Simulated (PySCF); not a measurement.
Input of a run (PBE0-D3(BJ)/def2-SVP geometry optimisation, gas phase (PySCF 2.14.0)), started from a GFN2-xTB structure with every atom displaced at random (by about 0.01 Å):
```
{"job": {"xc": "PBE0", "basis": "def2-SVP", "d3": "d3bj", "grid": 1, "shake": 0.01, "kind": "geom"}, "charge": 0, "multiplicity": 1}
C     -0.625400     1.333700    -0.452760
C     -0.554400    -0.109090    -0.047380
C     -1.316240    -0.975460    -1.056890
C     -1.115270    -0.280900     1.340520
Ge     1.393840    -0.638530     0.027890
As     2.592580     0.696950     1.631460
H     -0.184290     1.510920    -1.436900
H     -0.111390     1.998800     0.260850
H     -1.687690     1.688140    -0.486200
H     -1.235910    -2.025000    -0.754740
H     -0.877340    -0.865670    -2.034830
H     -2.343030    -0.691020    -1.087190
H     -2.225240     0.025700     1.349400
H     -0.626310     0.330900     2.079670
H     -1.088780    -1.336370     1.656290
H      1.453800    -2.100290     0.398120
H      1.962480    -0.611440    -1.381410
H      2.646500     1.852120     0.681810
H      3.911370     0.203610     1.109560
```

Output (energies in Eh, forces in Eh/bohr):
```
step   0  E = -4471.76591820  max force = 0.040889
step   1  E = -4471.77206974  max force = 0.005602
step   2  E = -4471.77290964  max force = 0.002547
step   3  E = -4471.77308980  max force = 0.000689
step   4  E = -4471.77321176  max force = 0.002224
step   5  E = -4471.77326527  max force = 0.002598
step   6  E = -4471.77327468  max force = 0.001322
step   7  E = -4471.77327810  max force = 0.000320
optimisation converged
```

**Question.** Summarise the run.

**Answer.** The energy falls by 0.200 eV over 8 energy and gradient evaluations, the largest force component goes from 0.0409 to 3.2e-04 Eh/bohr, and the atoms move by 0.082 Å rms after alignment. The bond that changes most is C4–H13 (methyl carbon to methyl hydrogen), which shortens by 0.047 Å. Bonds longer at the end by more than 0.005 Å: 12 of 18; shorter: 3. Among the angles that change most is H16–Ge5–H17, from 103.3° to 108.7°. The energy never rose by more than 1e-6 Eh on the way. The first step brought 84 % of the lowering.

**Question.** What are the final bond lengths?

**Answer.** C1–C2 1.528 Å, C2–C3 1.528 Å, C2–C4 1.528 Å, C2–Ge5 1.986 Å, Ge5–As6 2.430 Å, C1–H7 1.102 Å, C1–H8 1.102 Å, C1–H9 1.105 Å, C3–H10 1.102 Å, C3–H11 1.102 Å, C3–H12 1.105 Å, C4–H13 1.105 Å, C4–H14 1.102 Å, C4–H15 1.102 Å, Ge5–H16 1.546 Å, Ge5–H17 1.546 Å, As6–H18 1.526 Å, As6–H19 1.525 Å. Numbering counts from 1 in the input's order; the species is `C[C](C)(C)[GeH2][AsH2]`.

The run used 185 basis functions and 52 SCF cycles in all. Hardware: an AMD EPYC with one thread, no GPU, on a shared host. Cost: 6.2 min wall, 0.95 GiB resident at most.

No PBE0-D3(BJ)/def2-SVP frequencies stand behind this structure, so it isn't proved a minimum. One conformer, not necessarily the lowest.

Shape of the structure used: `[CH3:1][C:2]([CH3:3])([CH3:4])[GeH2:5][AsH2:6]`: C1–C2–Ge5–As6 56°, H–As6–Ge5–C2 -80°, H–As6–Ge5–C2 -173°.
